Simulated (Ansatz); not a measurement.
AlH₉N₂Si₂, SMILES `[NH2][Al]([NH2])[SiH2][SiH3]`, relaxed with RKS PBE-D4/def2-SVP in Ansatz from a rough embedded geometry. The force threshold is 0.03 eV/Å; the program also tests the step.

Total charge 0; spin multiplicity 1.

Start:

```xyz
14

N     2.534    1.592    0.124
Al    1.009    0.603    0.444
N     0.569    0.134    2.220
Si   -0.369   -0.143   -1.345
Si   -2.096   -1.253   -0.551
H     2.662    1.744   -0.940
H     3.396    1.032    0.408
H     0.404    0.948    2.751
H    -0.314   -0.417    2.230
H     0.404   -0.899   -2.257
H    -0.878    1.132   -2.020
H    -2.947   -1.691   -1.627
H    -1.542   -2.389    0.143
H    -2.831   -0.394    0.420
```

| step | energy (eV) | largest force (eV/Å) | largest move (Å) |
| --- | --- | --- | --- |
| 1 | -25454.7784 | 2.600 | 0.000 |
| 2 | -25455.3710 | 0.917 | 0.194 |
| 3 | -25455.5136 | 1.122 | 0.193 |
| 4 | -25455.6604 | 0.365 | 0.200 |
| 5 | -25455.7046 | 0.171 | 0.200 |
| 6 | -25455.7174 | 0.068 | 0.123 |
| 7 | -25455.7183 | 0.189 | 0.085 |
| 8 | -25455.7210 | 0.088 | 0.178 |
| 9 | -25455.7216 | 0.104 | 0.042 |
| 10 | -25455.7237 | 0.012 | 0.035 |
| 11 | -25455.7250 | 0.053 | 0.078 |
| 12 | -25455.7256 | 0.120 | 0.138 |
| 13 | -25455.7269 | 0.102 | 0.023 |
| 14 | -25455.7280 | 0.065 | 0.024 |
| 15 | -25455.7287 | 0.011 | 0.032 |
| 16 | -25455.7297 | 0.092 | 0.114 |
| 17 | -25455.7305 | 0.083 | 0.049 |
| 18 | -25455.7309 | 0.064 | 0.013 |
| 19 | -25455.7314 | 0.040 | 0.044 |
| 20 | -25455.7315 | 0.021 | 0.048 |

End:

```xyz
14

N     2.726    1.090    0.126
Al    0.999    0.695    0.369
N     0.295    0.629    2.013
Si   -0.511    0.107   -1.461
Si   -2.011   -1.472   -0.568
H     3.181    1.109   -0.789
H     3.407    1.327    0.851
H     0.771    0.809    2.899
H    -0.691    0.421    2.189
H     0.188   -0.510   -2.649
H    -1.316    1.276   -1.981
H    -3.086   -1.909   -1.531
H    -1.262   -2.697   -0.108
H    -2.689   -0.875    0.641
```

Hardware: 4 threads of a server CPU on a shared host. Wall time 20 s, peak host memory 0.2 GiB.
